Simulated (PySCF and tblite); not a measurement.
Results of a calculation; reference values are marked as such.
2 diastereomers of C8H16Si, numbered alike:

```tsv
isomer	SMILES	descriptors (one enantiomer)
A	[CH2:1]=[C:2]1[CH2:3][C@H:4]([CH3:5])[CH2:6][C@H:7]([SiH3:8])[CH2:9]1	4S, 7S
B	[CH2:1]=[C:2]1[CH2:3][C@@H:4]([CH3:5])[CH2:6][C@H:7]([SiH3:8])[CH2:9]1	4R, 7S
```

Protocol: conformer search, at most 4 conformers an isomer, GFN2-xTB geometries, energies PBE0/pcSseg-1 (D3(BJ) added where defined), weights at 298.15 K with GFN2-xTB thermal terms. Programs: PySCF with density fitting and tblite.

Question: Rank the isomers by free energy at 298.15 K.

Answer: 
```tsv
isomer	ΔG (kcal/mol)	ΔE, lowest conformer	conformers	largest weight %	rms dipole (D)
A	0.0	0.0	1	100	0.64
B	0.5	0.5	2	66	0.72
```

ΔG is for one enantiomer.

Question: If they could interconvert freely, what would the mixture hold (chiral isomers as racemates)?

Answer: A 70 %, B 30 %. A racemate gains RT ln 2.
